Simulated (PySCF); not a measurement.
Ge(OH)3(NH2) (GeH5NO3), SMILES [NH2][Ge]([OH])([OH])[OH].

Geometry: ωB97X-D3(BJ)/def2-SVP. The structure was generated by enumeration, and PubChem lists no compound with its InChIKey, so it may never have been made. Other conformers were not sampled.

These are CAM-B3LYP/def2-TZVP run with PySCF values and carry that method's errors.

Isolated molecule, no solvent.

```json
{
 "total_energy": "-2360.70407 hartree",
 "highest_occupied_level": "-9.39 eV",
 "lowest_empty_level": "0.82 eV",
 "orbital_gap": "10.20 eV",
 "dipole_moment": "0.80 D",
 "quadrupole, principal values (traceless, Buckingham form, about the centre of nuclear charge)": "-4.75, -2.05, 6.80 D·Å",
 "mean_static_polarisability": "43.4 bohr³ (6.43 Å³)",
 "polarisability_principal_values": "40.9, 43.0, 46.4 bohr³"
}
```
